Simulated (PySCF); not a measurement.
Compound: C₆H₈B₂.
InChI=1S/C6H8B2/c1-2-8-5-3-7-4-6-8/h2-7H,1H2

Torsions of this conformer, `[CH2:1]=[CH:2][B:3]1[CH:4]=[CH:5][BH:6][CH:7]=[CH:8]1`: C1–C2–B3–C4 176°.

The closed-shell ground state was solved at several levels (PySCF, density fitting, gas phase, non-relativistic). Isolated species at its PBE0-D3(BJ)/def2-SVP geometry (one conformer only).

```tsv
level	basis functions	HOMO (eV)	LUMO (eV)	gap (eV)	dipole (D)
PBE0/def2-SVPD	224	-7.54	-3.39	4.15	1.69
mPW1PW91/pcSseg-1	176	-7.54	-3.41	4.13	1.70
PBE0/pcSseg-1	176	-7.53	-3.41	4.12	1.71
```

Question: What might B3LYP/pcJ-1 (296 basis functions) give for the same quantities?

Answer: HOMO -7.26 eV, LUMO -3.52 eV, gap 3.74 eV, dipole 1.74 D.

Question: Over all these levels, which gives the widest orbital gap and which the narrowest?

Answer: PBE0/def2-SVPD (global hybrid, 25 % exact exchange) has the widest, 4.15 eV, and B3LYP/pcJ-1 (global hybrid, 20 % exact exchange) the narrowest, 3.74 eV. Functional and basis both differ between the two, so the spread mixes both effects.

Question: How far do the dipole and the HOMO energy spread over the levels?

Answer: The dipole runs from 1.69 to 1.74 D (mean 1.71 D) and the HOMO from -7.54 to -7.26 eV.
